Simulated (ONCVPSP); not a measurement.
# Reading a pseudo-wave (P (Z = 15))

Columns: radius, all-electron u(r) and pseudo u(r) of the 3p shell (level -5.48 eV) of phosphorus in the configuration [Ne] 3s2 3p3; PBEsol, scalar-relativistic, ONCV scheme, ONCVPSP 4.0.1.

```tsv
r (bohr)	all-electron	pseudo
0.103	-0.1361	0.0057
0.205	-0.2667	0.0227
0.308	-0.2956	0.0510
0.410	-0.2444	0.0894
0.513	-0.1468	0.1369
0.615	-0.0304	0.1906
0.718	0.0905	0.2492
0.820	0.2042	0.3093
0.923	0.3077	0.3705
1.025	0.3970	0.4301
1.128	0.4734	0.4875
1.230	0.5356	0.5396
1.332	0.5850	0.5849
1.435	0.6228	0.6218
1.538	0.6499	0.6492
1.640	0.6673	0.6670
1.743	0.6768	0.6767
1.845	0.6793	0.6793
1.948	0.6761	0.6761
2.050	0.6683	0.6683
2.153	0.6564	0.6564
2.255	0.6417	0.6417
2.358	0.6244	0.6244
2.460	0.6054	0.6054
2.562	0.5851	0.5850
2.665	0.5636	0.5636
```

(1) How many radial nodes do the two functions have?

(2) At about which radius was the pseudo-wave matched?

(3) Is the pseudo-wave norm-conserving?

## Answers

(1) The all-electron 3p function has n − l − 1 = 1; the pseudo-wave has 0, since the states of the same l below it are removed with the core.

(2) 2.05 bohr. The columns agree to 0.0005 from 1.64 bohr on; several derivatives are matched, so the curves merge somewhat inside the radius.

(3) Yes: the ONCV scheme keeps the norm inside the radius equal to the all-electron one, which fixes the energy derivative of the logarithmic derivative at the level.
